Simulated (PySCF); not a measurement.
# How the method changes the constants of YbSi

State: triplet, about 13.9 electrons in the 4f shell (Mulliken). Set-up: PySCF, spin-free X2C with a Gaussian nucleus, basis sets Yb x2c-TZVPall, Si x2c-TZVPall. De refers to Yb (4f14 6s2) + Si in their high-spin ground configurations, without counterpoise correction. The functionals are run spin-unrestricted. A positive dipole means Yb(−)Si(+). Levels whose curve was spin-contaminated or gave no clean fit are not listed.

| Level | Re (Å) | ωe (cm⁻¹) | De (eV) | μ (D) | CPU s a point (SCF and correlation, without the integrals) |
| --- | --- | --- | --- | --- | --- |
| ROHF | 3.093 | 132 | n/a | -4.86 | 6.4 |
| ROHF-MP2 | 2.764 | 234 | n/a | n/a | 15 |
| ROHF-SCS-MP2 | 2.807 | 222 | n/a | n/a | n/a |
| PBE | 2.749 | 227 | 1.72 | -4.50 | 17 |

Problem. What does second-order correlation do here, going from ROHF to ROHF-MP2?

Solution. ROHF-MP2 less ROHF: -32.9 pm in Re, +77.3 % in ωe. Correlation nearly always deepens the well. The bond shortens, as in weak, metallic or heavy-atom bonds, where dispersion and the correlation of outer-core electrons pull the atoms together.

Correlated steps freeze 23 core orbitals. Spin–orbit coupling is left out, which matters for elements this heavy, above all for dissociation energies. UHF is strongly spin-contaminated for YbSi, so the ROHF reference used there is far from stable. With d or f electrons several states lie close, and the lowest PBE0 determinant need not be the measured ground state.

The whole job (state search and all levels along the bond) took about 11 min on 4 threads of Arm Neoverse V1 (shared host), peak memory 8.2 GiB.
